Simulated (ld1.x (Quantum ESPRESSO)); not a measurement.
# Transferability test, TM potential for F

fluorine (F), norm-conserving Troullier–Martins (Kleinman–Bylander form), made with ld1.x (Quantum ESPRESSO) 7.5 (PBEsol, scalar-relativistic). Core [He], reference 2s2 2p3.5 (charge +1.5). Waves: 2s (bound): rc 0.50 bohr; 2p (bound): rc 0.95 bohr. Local part: all-electron potential smoothed inside 0.45 bohr (lloc = -2). Core correction: Bessel-smoothed model core inside 0.50 bohr.

Energies are relative to the spin-unpolarised reference configuration 2s2 2p3.5; without spin polarisation the order of configurations can differ from experiment. The frozen-core shift is the all-electron ΔE with the core orbitals held at their reference shape minus the fully relaxed ΔE.

| valence configuration | charge | ΔE all-electron (eV) | error AE − PS (meV) | frozen-core shift (meV) |
| --- | --- | --- | --- | --- |
| 2s2 2p5 | 0 | -35.873 | +13 | +0.3 |
| 2s2 2p3 | +2 | 21.722 | +3.6 | +0.2 |
| 2s2 2p1 | +4 | 167.804 | +345 | +13 |
| 2s2 2p5.3 | -0.3 | -38.525 | +14 | +0.3 |
| 2s1 2p6 | 0 | -17.177 | +53 | +0.5 |
| 2s2 2p2 | +3 | 82.211 | +72 | +2.8 |

Task: What are ΔE and the potential's error for 2s2 2p4?

Result: ΔE = -16.556 eV all-electron; the error (AE − PS) is +3.6 meV.

Levels in the configuration 2s2 2p3:

| level | all-electron (eV) | pseudo (eV) |
| --- | --- | --- |
| 2s | -67.754 | -67.753 |
| 2p | -48.877 | -48.856 |
